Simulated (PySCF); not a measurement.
Members of one series of related molecules.

All values: PBE0/pcSseg-1 (PySCF) at GFN2-xTB geometries, gas phase, one conformer each.

Question: Rank by LUMO energy, highest first.
A. `C=PN1CCCC1`
B. `[SiH3]/C=P\N1CCCC1`
C. `FC(F)(F)/C=P\N1CCCC1`
D. `F/C=P/N1CCCC1`
E. `CC/C=P/N1CCCC1`

Answer: E (-0.48 eV), A (-0.62 eV), D (-0.76 eV), B (-1.18 eV), C (-1.50 eV).

Question: Rank by the highest Hirshfeld charge on any atom, highest value first.
A. `C=PN1CCCC1`
B. `FC(F)(F)/C=P\N1CCCC1`
C. `CO/C=P/N1CCCC1`
D. `N1(/P=C\[SiH3])CCCC1`
E. `F/C=P/N1CCCC1`

Answer: D (+0.286 e), B (+0.247 e), A (+0.135 e), E (+0.113 e), C (+0.057 e).

Question: Rank by the lowest Hirshfeld charge on any atom, lowest value first.
A. `C=C/C=P\N1CCCC1`
B. `FC(F)(F)/C=P\N1CCCC1`
C. `N1(CCCC1)/P=C\[SiH3]`
D. `C=PN1CCCC1`
E. `F/C=P/N1CCCC1`

Answer: C (-0.258 e), D (-0.224 e), B (-0.210 e), A (-0.149 e), E (-0.115 e).

All values together:

| SMILES | change | formula | μ (D) | HOMO (eV) | LUMO (eV) | lowest IAO charge (e) | highest IAO charge (e) | lowest Hirshfeld charge (e) | highest Hirshfeld charge (e) |
| --- | --- | --- | --- | --- | --- | --- | --- | --- | --- |
| C=PN1CCCC1 | parent | C5H10NP | 2.51 | -5.89 | -0.62 | -0.692 (C) | +0.532 (P) | -0.224 (C) | +0.135 (P) |
| [SiH3]/C=P\N1CCCC1 | H replaced by SiH3 | C5H12NPSi | 2.60 | -6.12 | -1.18 | -0.809 (C) | +0.592 (Si) | -0.258 (C) | +0.286 (Si) |
| F/C=P/N1CCCC1 | H replaced by F | C5H9FNP | 3.93 | -5.78 | -0.76 | -0.426 (N) | +0.486 (P) | -0.115 (N) | +0.113 (P) |
| C=C/C=P\N1CCCC1 | H replaced by vinyl | C7H12NP | 2.83 | -5.46 | -1.27 | -0.479 (C) | +0.500 (P) | -0.149 (C) | +0.128 (P) |
| CC/C=P/N1CCCC1 | H replaced by C2H5 | C7H14NP | 1.91 | -5.56 | -0.48 | -0.479 (C) | +0.472 (P) | -0.141 (C) | +0.129 (P) |
| FC(F)(F)/C=P\N1CCCC1 | H replaced by CF3 | C6H9F3NP | 4.16 | -6.59 | -1.50 | -0.608 (C) | +0.791 (C) | -0.210 (C) | +0.247 (C) |
| CO/C=P/N1CCCC1 | H replaced by OCH3 | C6H12NOP | 0.86 | -6.12 | -0.82 | -0.454 (N) | +0.326 (P) | -0.143 (N) | +0.057 (H) |

Conformers: `[CH2:1]=[P:2][N:3]1[CH2:4][CH2:5][CH2:6][CH2:7]1` with C1–P2–N3–C4 -178°, P2–N3–C4–C5 140°, N3–C4–C5–C6 39°, C4–C5–C6–C7 -36°, C5–C6–C7–N3 21°; `[SiH3:1]/[CH:2]=[P:3]\[N:4]1[CH2:5][CH2:6][CH2:7][CH2:8]1` with C2–P3–N4–C5 -33°, P3–N4–C5–C6 -128°, N4–C5–C6–C7 -1°, C5–C6–C7–C8 -21°, C6–C7–C8–N4 36°; `[F:1]/[CH:2]=[P:3]/[N:4]1[CH2:5][CH2:6][CH2:7][CH2:8]1` with C2–P3–N4–C5 -19°, P3–N4–C5–C6 -157°, N4–C5–C6–C7 21°, C5–C6–C7–C8 -36°, C6–C7–C8–N4 39°; `[CH2:1]=[CH:2]/[CH:3]=[P:4]\[N:5]1[CH2:6][CH2:7][CH2:8][CH2:9]1` with C1–C2–C3–P4 -179°, C3–P4–N5–C6 21°, P4–N5–C6–C7 152°, N5–C6–C7–C8 33°, C6–C7–C8–C9 -39°, C7–C8–C9–N5 31°; `[CH3:1][CH2:2]/[CH:3]=[P:4]/[N:5]1[CH2:6][CH2:7][CH2:8][CH2:9]1` with C1–C2–C3–P4 -3°, C3–P4–N5–C6 179°, P4–N5–C6–C7 -132°, N5–C6–C7–C8 -39°, C6–C7–C8–C9 35°, C7–C8–C9–N5 -19°; `[F:1][C:2]([F:3])([F:4])/[CH:5]=[P:6]\[N:7]1[CH2:8][CH2:9][CH2:10][CH2:11]1` with C5–P6–N7–C8 -175°, P6–N7–C8–C9 -136°, N7–C8–C9–C10 -41°, C8–C9–C10–C11 34°, C9–C10–C11–N7 -14°; `[CH3:1][O:2]/[CH:3]=[P:4]/[N:5]1[CH2:6][CH2:7][CH2:8][CH2:9]1` with C1–O2–C3–P4 -1°, C3–P4–N5–C6 -75°, P4–N5–C6–C7 -176°, N5–C6–C7–C8 -19°, C6–C7–C8–C9 -6°, C7–C8–C9–N5 29°.

Give the shifts from the parent, `C=PN1CCCC1`.

| SMILES | change in μ (D) | change in HOMO (eV) | change in LUMO (eV) |
| --- | --- | --- | --- |
| [SiH3]/C=P\N1CCCC1 | +0.09 | -0.23 | -0.56 |
| F/C=P/N1CCCC1 | +1.42 | +0.11 | -0.14 |
| C=C/C=P\N1CCCC1 | +0.32 | +0.43 | -0.65 |
| CC/C=P/N1CCCC1 | -0.60 | +0.33 | +0.14 |
| FC(F)(F)/C=P\N1CCCC1 | +1.65 | -0.70 | -0.88 |
| CO/C=P/N1CCCC1 | -1.65 | -0.23 | -0.20 |
